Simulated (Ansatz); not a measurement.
CH$_{4}$ClISi, SMILES `[SiH3]C(Cl)I`. Total charge 0; spin multiplicity 1. I: def2 effective core potential.

Z-matrix (Å, degrees):
```
Si
C 1 1.890
H 1 1.480 2 108.2
H 1 1.484 2 108.4 3 120.5
H 1 1.486 2 108.4 3 -120.0
Cl 2 1.768 1 110.2 3 62.3
I 2 2.149 1 108.8 3 -61.3
H 2 1.088 1 113.6 3 -177.1
```

List the harmonic frequencies (cm⁻¹, unscaled) at PBE0-D4/def2-TZVP in Ansatz. (Estimate.)

The calculation gave: 131, 173, 183, 231, 451, 589, 668, 732, 805, 912, 933, 941, 1076, 1188, 2232, 2246, 2267, 3149.

Is this a minimum?

Yes, all 18 modes are real.

Give the ideal-gas thermochemistry at 298.15 K and 1 bar (rigid rotor, harmonic oscillator; point group C1, symmetry number 1).

Zero-point energy 113.1 kJ/mol; H(298) − E = 131.7 kJ/mol; entropy 346.7 J/(mol·K), of which translation 175.3, rotation 120.8, vibration 50.5; G(298) − E = 28.3 kJ/mol.

Rotational constants (cm⁻¹)?

0.1029, 0.04231, 0.03104.
